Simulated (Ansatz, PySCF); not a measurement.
Input for PySCF:
```python
from pyscf import gto, scf, cc

mol = gto.Mole()
mol.atom = '''
    C    -1.156245   -0.879169   -0.040514
    C    -0.012561    0.083504    0.011898
    C     1.365211   -0.489117   -0.093919
    C    -0.227889    1.492213    0.145246
    H    -1.016543   -1.685945    0.683956
    H    -1.229382   -1.347502   -1.028107
    H    -2.097157   -0.377036    0.169496
    H     1.595823   -1.116694    0.773537
    H     2.110676    0.299664   -0.153587
    H     1.453549   -1.125791   -0.978650
    H    -0.351230    2.135280   -0.714399
    H    -0.276830    1.973437    1.111495
'''
mol.basis = 'sto-3g'
mol.charge = 0
mol.spin = 2
mol.verbose = 4
mol.build()

mf = scf.UHF(mol)
mf.kernel()

mycc = cc.CCSD(mf, frozen=4)
mycc.kernel()
et = mycc.ccsd_t()
print('E(CCSD(T)) = %.10f' % (mycc.e_tot + et))
```

Q: Give the equivalent Ansatz (an electronic-structure program) input.

A: This is not unique; one that fits is 
Ansatz 0.2 input:
```yaml
crystal:
  periodic: [false, false, false]
  atoms:
    - {symbol: C, position_ang: [-1.15624507, -0.87916860, -0.04051442]}
    - {symbol: C, position_ang: [-0.01256111, 0.08350426, 0.01189816]}
    - {symbol: C, position_ang: [1.36521109, -0.48911726, -0.09391931]}
    - {symbol: C, position_ang: [-0.22788925, 1.49221281, 0.14524560]}
    - {symbol: H, position_ang: [-1.01654276, -1.68594538, 0.68395579]}
    - {symbol: H, position_ang: [-1.22938198, -1.34750214, -1.02810732]}
    - {symbol: H, position_ang: [-2.09715668, -0.37703551, 0.16949563]}
    - {symbol: H, position_ang: [1.59582270, -1.11669389, 0.77353669]}
    - {symbol: H, position_ang: [2.11067560, 0.29966423, -0.15358709]}
    - {symbol: H, position_ang: [1.45354928, -1.12579148, -0.97865012]}
    - {symbol: H, position_ang: [-0.35123030, 2.13528041, -0.71439919]}
    - {symbol: H, position_ang: [-0.27682982, 1.97343663, 1.11149528]}
basis:
  gaussian:
    orbitals: STO-3G
magnetization: {spin_polarized: true, initial_magnetization: 2}
correlation: {method: ccsd_t, electrons: outside_noble_gas}
accuracy: high
```

Both were run: PySCF gave -154.421255 Eh and Ansatz -154.421255 Eh, 0.000 mEh apart.
